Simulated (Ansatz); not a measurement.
CH4Cl2OZr, SMILES `[CH3][Zr]([OH])([Cl])[Cl]`. Charge 0, multiplicity 1. Zr: def2 effective core potential. All single points use the PBE0-D4/def2-TZVP geometry. It is one conformer, not always the lowest.

```xyz
9

C     0.021    1.360    0.377
Zr   -0.274   -0.636   -0.485
O     0.848   -1.767    0.532
Cl   -2.553   -1.142   -0.209
Cl    0.396   -0.487   -2.733
H     1.069    1.669    0.301
H    -0.264    1.376    1.435
H    -0.593    2.096   -0.155
H     1.351   -2.469    0.937
```

(1) What is the dipole moment at r2SCAN/def2-TZVPP? (Best estimate.)

(2) And with PBE, B3LYP, ωB97M-V? (Best estimate.)

(3) Give the Mulliken charges with r2SCAN, ωB97M-V, B3LYP in def2-TZVPP. (Estimate.)

Answers

(1) The calculation gave: 2.76 D, with components (1.82, -0.80, 1.92) D in this frame, pointing from negative to positive charge.

(2) Computed: PBE 2.69 D, B3LYP 2.70 D, ωB97M-V 2.74 D.

(3) The calculation gave: 
| atom | r2SCAN | ωB97M-V | B3LYP |
| --- | --- | --- | --- |
| C1 | -0.47 | -0.60 | -0.54 |
| Zr2 | 1.13 | 1.03 | 1.13 |
| O3 | -0.50 | -0.46 | -0.49 |
| Cl4 | -0.31 | -0.27 | -0.31 |
| Cl5 | -0.31 | -0.27 | -0.31 |
| H6 | 0.08 | 0.13 | 0.11 |
| H7 | 0.08 | 0.13 | 0.11 |
| H8 | 0.08 | 0.13 | 0.11 |
| H9 | 0.21 | 0.18 | 0.19 |

B3LYP here is the variant with VWN-RPA as its local correlation; programs differ in this.
